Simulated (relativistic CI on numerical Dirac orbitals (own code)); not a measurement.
**Cr²⁺ in a cubic cluster: 1s photoemission with charge transfer**

Computed with a charge-transfer multiplet model of a cubic metal-ligand cluster with up to 2 ligand holes, Slater and spin-orbit integrals from Dirac-Coulomb-Breit ions, Slater integrals scaled by 0.8. The ground state mixes d4 with configurations of k ligand holes L, whose averages lie at kΔ + k(k − 1)U_dd/2; a core hole lowers each added d electron by U_cd. 300 K, Lorentzian 1.1 eV and Gaussian 0.6 eV FWHM.

Atomic integrals in eV (Slater integrals scaled, ζ unscaled), ground: F2dd 7.675, F4dd 4.768, zeta_d 0.027; with the core hole: F2dd 9.148, F4dd 5.723, zeta_d 0.045, G2cd 0.043.

Cluster parameters (eV): Δ = 5.5, U_dd = 4.9, 10Dq = 1.1, 10Dq(ligand) = 0, V(eg) = 2.35, V(t2g) = -1.2, final-state hopping factor = 1.

Weights, n_d and S are thermal averages at 300 K. Binding energies count from the first peak over 30 % of the highest in each spectrum, which can be another peak from case to case. The parameters are a model scan and need not match a compound or its usual spin state. Peaks in eV (height, largest 100): 0.0 (100), 4.7 (10), 8.9 (35).

Task: Which parameters give this spectrum?
A. U_cd = 8.1 eV
B. U_cd = 6.3 eV
C. U_cd = 4.5 eV

Result: A. U_cd = 8.1 eV; the ground state then has 4.32 d electrons and S = 2.00. The choice follows from running the model for each set and comparing peak positions and heights.
